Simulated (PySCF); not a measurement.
Two-component Hartree-Fock for Nd⁵³⁺ (neodymium, charge +53)

Start: [He] 2s2 2p3; 2p1/2 filled at m_j = -1/2, +1/2; 2p3/2 filled at m_j = +3/2. Calculated with PySCF 2.14 in an even-tempered Gaussian basis (17 s from 33 bohr⁻², ratio 2.4; 13 p from 43 bohr⁻², ratio 2.4; 5 d from 150 bohr⁻², ratio 2.6; 4 f from 220 bohr⁻², ratio 2.6): generalised Hartree-Fock with the X2C-1e Hamiltonian and a Gaussian nucleus; one run each with spin-orbit coupling (SO) switched off, then screened by Boettger's factors.

```
spinor shell  electrons  ε, spin-free (eV)  ε, screened SO (eV)  weight of nominal j (screened SO)  rms radius, screened SO (bohr)
       1s1/2          2           -48599.1             -48573.7                              1.000                          0.0268
       2s1/2          2           -11361.6             -11353.9                              1.000                           0.105
       2p1/2          2           -10772.7             -11119.9                              0.999                          0.0895
       2p3/2          1           -10772.7             -10565.9                              1.000                          0.0948
```

| quantity | spin-free | screened SO |
| --- | --- | --- |
| E (hartree) | -5864.16989 | -5884.75577 |
| M_J | 3/2 | 3/2 |
| ⟨J²⟩ | 3.750 | 3.750 |
| ⟨L²⟩ | 0.000 | 2.524 |
| ⟨S²⟩ | 3.750 | 1.495 |

Each row is a mean over spinors that exchange with the open shell spreads, by up to 54.886 eV (2s1/2).

Breit and QED terms are absent; they matter most for the inner s and p1/2 levels.

Densities and radii are taken from the X2C orbitals without a picture-change correction, which distorts them close to the nucleus.

Without spin-orbit coupling the j labels of p, d and f shells carry no meaning; the spin-free column gives the mean over the occupied spinors of each nl shell.
